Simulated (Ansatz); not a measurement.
Calculated with Ansatz (gas phase, PBE0-D4/def2-TZVP geometries, no zero-point term in ΔE). CCSD(T)/CBS is the MP2 limit (def2-TZVPP, def2-QZVPP) plus CCSD(T) − MP2 in def2-TZVPP, frozen cores. DFT in def2-TZVPP. B3LYP here is the variant with VWN-RPA as its local correlation; programs differ in this. Elements past krypton have def2 core potentials. For Br, Sn outer-core shells are correlated without core-valence functions, which leaves a few kJ/mol of doubt a bond. Scalar relativity is left out up to krypton. Each species was taken in one conformer, which may not be the lowest.

Consider the redistribution: `[F][SnH2][Br]` + `C[Si](F)(Cl)[O][AlH2]` → `[Cl][SnH2][Br]` + `C[Si](F)(F)[O][AlH2]`.

```
          level  ΔE (kJ/mol)
         PBE-D4        -75.0
      r2SCAN-D4        -82.7
       B3LYP-D4        -84.7
           PBE0        -84.8
          B3LYP        -87.1
  HF/def2-TZVPP       -102.6
CCSD/def2-TZVPP        -92.6
  MP2/CBS(def2)        -87.4
```

Task: What does CCSD(T)/CBS give? (Estimate.)

Result: The calculation gave: -87.8 kJ/mol. The listed levels differ from it by 12.8, 5.1, 3.1, 3.0, 0.7, -14.8, -4.8, 0.4 kJ/mol.

Largest T1 diagnostic among the species: 0.012.

In def2-TZVPP, CCSD(T) changes the Hartree–Fock value by +13.2 kJ/mol (the triples alone add +3.1 kJ/mol) and MP2 by +13.6 kJ/mol. From PBE to PBE0 (25 % exact exchange), in def2-TZVPP and without D4, ΔE moves by −8.3 kJ/mol.
